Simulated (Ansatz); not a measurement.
Computed with Ansatz on PBE0-D4/def2-TZVP structures; ΔE is electronic, products minus reactants. CCSD(T)/CBS adds triple-zeta CCSD(T) − MP2 to the extrapolated MP2 energy (def2 sets, frozen cores). Functionals use def2-TZVPP. B3LYP here is the variant with VWN-RPA as its local correlation; programs differ in this. One conformer a species, not always the lowest.

Reaction (ligand exchange at the Si–O bond): `O=C[SiH](Cl)O[SiH3]` + `N=C(F)F` → `FC(F)=N[SiH3]` + `O=C[SiH](O)Cl`

| level | ΔE (kcal/mol) |
| --- | --- |
| B3LYP-D4 | 12.9 |
| r2SCANh | 11.7 |
| CCSD/def2-SVP | 14.3 |
| CCSD/CBS(def2) | 13.4 |

(1) What does CCSD(T)/CBS give? (Best estimate.)

Largest T1 diagnostic among the species: 0.014.

Results:

(1) Ansatz gave: +13.0 kcal/mol. The listed levels differ from it by -0.1, -1.3, 1.3, 0.4 kcal/mol.

At CCSD(T), def2-SVP lies +0.9 kcal/mol from the extrapolated value and def2-TZVPP +0.2 kcal/mol. From BLYP to BHLYP (50 % exact exchange), in def2-TZVPP and without D4, ΔE moves by +2.3 kcal/mol. Leaving LDA and LC-ωPBE aside and taking each functional with its dispersion term where it has one, the values, not all of them listed here, spread over 4.0 kcal/mol, from PBE-D4 to BHLYP-D4.
